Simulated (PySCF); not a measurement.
**Lu⁶¹⁺: ionisation energy**

Lu⁶¹⁺ [Ne] (1S) → Lu⁶²⁺ [He] 2s2 2p5 (2P), as a difference of total energies. Computed with PySCF 2.14 in an uncontracted even-tempered set (19 s from 39 bohr⁻², ratio 2.2; 13 p from 51 bohr⁻², ratio 2.2; 5 d from 200 bohr⁻², ratio 2.4; 5 f from 300 bohr⁻², ratio 2.4; 4 g from 450 bohr⁻², ratio 2.4), with scalar relativity by spin-free X2C-1e. Correlated levels: nothing frozen; virtual orbitals above 40 to 60 times the deepest correlated orbital energy dropped. The calculations carry no spin-orbit coupling.

| method | ionisation energy (eV) |
| --- | --- |
| UHF | 14599.7 |
| LDA | 14593.4 |
| PBE | 14594.9 |
| PBE0 | 14596.6 |
| r2SCAN | 14600.9 |
| B97-3 | 14596.4 |
| TPSS | 14595.2 |
| MP2 (all electrons) | 14601.6 |
| SCS-MP2 (all electrons) | 14601.4 |

A first-order spin-orbit estimate (lowest level to lowest level, LS coupling) adds -357.6 eV.

For this ion Breit and QED terms and the two-electron picture change, all absent here, outweigh the differences among the correlated methods.

For comparison: 14228 ± 12 eV (theoretical estimate listed by NIST; NIST Atomic Spectra Database, ionization energies).
